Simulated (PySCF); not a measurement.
Cl2MoO2, charge +1, doublet, at a GFN2-xTB geometry (such geometries of metal compounds can be far from the true shape) (the multiplicity is a formal guess) (all electrons, no relativity); R2SCAN/3-21G (PySCF).

Here is a job for PySCF.
```python
from pyscf import gto, scf, dft

mol = gto.M(
    atom='''
Mo    0.28291459   -0.05232677    0.09346190
O     1.48040807   -0.59010544   -0.90696182
O     0.77601742    0.17276583    1.65238045
Cl   -0.45390895    1.80444866   -0.66278406
Cl   -1.30690381   -1.47877563    0.08109295
''',
    basis='3-21g',
    charge=1,
    spin=1,
    verbose=4,
)

mf = dft.UKS(mol)
mf.xc = 'r2scan'
mf.kernel()
mf.analyze()
```

Write the output that PySCF gives for this input, abridged.


```
PySCF version 2.14.0

[INPUT] verbose = 4
[INPUT] num. atoms = 5
[INPUT] num. electrons = 91
[INPUT] charge = 1
[INPUT] spin (= nelec alpha-beta = 2S) = 1
[INPUT] symmetry False subgroup None
[INPUT] Mole.unit = angstrom
[INPUT] Symbol           X                Y                Z      unit          X                Y                Z       unit  Magmom
[...]
nuclear repulsion = 718.761657844531
number of shells = 38
number of NR pGTOs = 165
number of NR cGTOs = 80
basis = 3-21g
ecp = {}

******** <class 'pyscf.dft.uks.UKS'> ********
method = UKS
initial guess = minao
damping factor = 0
level_shift factor = 0
DIIS = <class 'pyscf.scf.diis.CDIIS'>
diis_start_cycle = 1
diis_space = 8
diis_damp = 0
SCF conv_tol = 1e-09
SCF conv_tol_grad = None
SCF max_cycles = 50
direct_scf = True
direct_scf_tol = 1e-13
number electrons alpha = 46  beta = 45
XC library pyscf.dft.libxc version 7.1.2
    S. Lehtola, C. Steigemann, M. J. T. Oliveira, and M. A. L. Marques,  SoftwareX 7, 1–5 (2018)
XC functionals = r2scan
    J. W. Furness, A. D. Kaplan, J. Ning, J. P. Perdew, and J. Sun,  J. Phys. Chem. Lett. 11, 8208–8215 (2020)
    J. W. Furness, A. D. Kaplan, J. Ning, J. P. Perdew, and J. Sun,  J. Phys. Chem. Lett. 11, 9248–9248 (2020)
    J. W. Furness, A. D. Kaplan, J. Ning, J. P. Perdew, and J. Sun,  J. Phys. Chem. Lett. 11, 8208–8215 (2020)
    J. W. Furness, A. D. Kaplan, J. Ning, J. P. Perdew, and J. Sun,  J. Phys. Chem. Lett. 11, 9248–9248 (2020)
radial grids:
    Treutler-Ahlrichs [JCP 102, 346 (1995); DOI:10.1063/1.469408] (M4) radial grids

becke partition: Becke, JCP 88, 2547 (1988); DOI:10.1063/1.454033
pruning grids: <function nwchem_prune>
grids dens level: 3
symmetrized grids: False
atomic radii adjust function: <function treutler_atomic_radii_adjust>
small_rho_cutoff = 0
Set gradient conv threshold to 3.16228e-05
tot grids = 88368
init E= -5018.25783662097

cycle= 1 E= -5022.22619219599  delta_E= -3.97  |g|= 1.52  |ddm|= 2.14
cycle= 2 E= -5008.46035152609  delta_E= 13.8  |g|= 4.23  |ddm|= 4.71
cycle= 3 E= -5017.62898756275  delta_E= -9.17  |g|= 3.35  |ddm|= 3.98
cycle= 4 E= -5023.2509574797  delta_E= -5.62  |g|= 1.21  |ddm|= 2.95
cycle= 5 E= -5023.25998691633  delta_E= -0.00903  |g|= 1.06  |ddm|= 1.37
cycle= 6 E= -5023.40424790238  delta_E= -0.144  |g|= 1.08  |ddm|= 1.14
cycle= 7 E= -5023.42309571791  delta_E= -0.0188  |g|= 1.05  |ddm|= 0.0764
cycle= 8 E= -5023.59878663307  delta_E= -0.176  |g|= 0.745  |ddm|= 1.07
[...]
converged SCF energy = -5023.85209945344  <S^2> = 0.78546505  2S+1 = 2.0351561
Total Energy =                       -5023.852099453439223
[...]
spin_pop of  0 Mo 5dx2-y2   -0.00034
spin_pop of  1 O 1s       -0.00001
spin_pop of  1 O 2s        0.00263
spin_pop of  1 O 3s       -0.00045
spin_pop of  1 O 2px       0.35512
spin_pop of  1 O 2py       0.04268
spin_pop of  1 O 2pz       0.19769
spin_pop of  1 O 3px       0.00029
spin_pop of  1 O 3py       0.00009
spin_pop of  1 O 3pz       0.00021
spin_pop of  2 O 1s       -0.00001
spin_pop of  2 O 2s        0.00263
spin_pop of  2 O 3s       -0.00045
spin_pop of  2 O 2px       0.49515
spin_pop of  2 O 2py       0.07081
spin_pop of  2 O 2pz       0.02932
spin_pop of  2 O 3px       0.00038
spin_pop of  2 O 3py       0.00011
spin_pop of  2 O 3pz       0.00009
spin_pop of  3 Cl 1s       -0.00000
spin_pop of  3 Cl 2s       -0.00000
spin_pop of  3 Cl 3s       -0.00041
spin_pop of  3 Cl 4s       -0.00031
spin_pop of  3 Cl 2px      -0.00000
spin_pop of  3 Cl 2py      -0.00000
spin_pop of  3 Cl 2pz       0.00000
spin_pop of  3 Cl 3px      -0.00614
spin_pop of  3 Cl 3py      -0.01021
spin_pop of  3 Cl 3pz       0.03607
spin_pop of  3 Cl 4px      -0.00005
spin_pop of  3 Cl 4py      -0.00017
spin_pop of  3 Cl 4pz       0.00009
spin_pop of  4 Cl 1s       -0.00000
spin_pop of  4 Cl 2s       -0.00000
spin_pop of  4 Cl 3s       -0.00041
spin_pop of  4 Cl 4s       -0.00031
spin_pop of  4 Cl 2px      -0.00000
spin_pop of  4 Cl 2py      -0.00000
spin_pop of  4 Cl 2pz       0.00000
spin_pop of  4 Cl 3px       0.00029
spin_pop of  4 Cl 3py      -0.01472
spin_pop of  4 Cl 3pz       0.03438
spin_pop of  4 Cl 4px      -0.00010
spin_pop of  4 Cl 4py      -0.00013
spin_pop of  4 Cl 4pz       0.00010
 ** Mulliken Spin Density (per atom)  **
spin density of  0 Mo =     -0.23424
spin density of  1 O =      0.59824
spin density of  2 O =      0.59803
spin density of  3 Cl =      0.01887
spin density of  4 Cl =      0.01910
 ** Mulliken pop alpha/beta on meta-lowdin orthogonal AOs **
 ** Mulliken pop       alpha | beta **
In total            46.00000 | 45.00000
 ** Mulliken atomic charges   ( Nelec_alpha | Nelec_beta ) **
charge of  0Mo =      1.01115  (    20.37731     20.61154 )
charge of  1O =     -0.03566  (     4.31695      3.71871 )
charge of  2O =     -0.03583  (     4.31693      3.71890 )
charge of  3Cl =      0.03009  (     8.49439      8.47552 )
charge of  4Cl =      0.03025  (     8.49442      8.47533 )

WARN: System has nonzero charge 1; the dipole moment is origin-dependent.
Location of origin: [0. 0. 0.]

Dipole moment(X, Y, Z, Debye):  0.46773, -0.08807,  0.15374
```
